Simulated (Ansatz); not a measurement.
`[SiH3][SiH]1O[CH2][AlH]1`, relaxed with RKS PBE-D4/def2-SVP in Ansatz from a rough embedded geometry. The force threshold is 0.03 eV/Å; the program also tests the step.

Total charge 0; spin multiplicity 1.

Start:

```xyz
12

Si   -0.301   -0.353   -2.081
Si    0.265   -0.861   -0.043
O     1.499    0.204    0.489
C     0.830    0.912    1.597
Al   -1.029    0.181    1.521
H    -1.613   -1.062   -2.449
H    -0.575    1.096   -2.188
H     0.696   -0.744   -3.017
H     0.565   -2.325    0.200
H     0.822    1.973    1.267
H     1.321    0.737    2.494
H    -2.479    0.243    2.210
```

```tsv
step	energy (eV)	largest force (eV/Å)	largest move (Å)
1	-25523.7878	2.956	0.000
2	-25524.4537	1.068	0.200
3	-25524.5740	0.280	0.200
4	-25524.5850	0.345	0.126
5	-25524.5955	0.065	0.064
6	-25524.5966	0.102	0.038
7	-25524.5999	0.071	0.089
8	-25524.6028	0.036	0.068
9	-25524.6033	0.025	0.029
10	-25524.6035	0.029	0.039
```

End:

```xyz
12

Si   -0.311   -0.409   -2.289
Si    0.091   -0.949   -0.026
O     1.316    0.068    0.637
C     0.802    0.957    1.660
Al   -1.078    0.221    1.777
H    -1.416   -1.284   -2.830
H    -0.759    1.028   -2.398
H     0.909   -0.586   -3.156
H     0.520   -2.400    0.028
H     0.890    2.021    1.334
H     1.425    0.868    2.582
H    -2.387    0.466    2.681
```

Run time 26 s (4 threads of an Arm Neoverse N1 on a shared host); peak host memory 0.17 GiB.
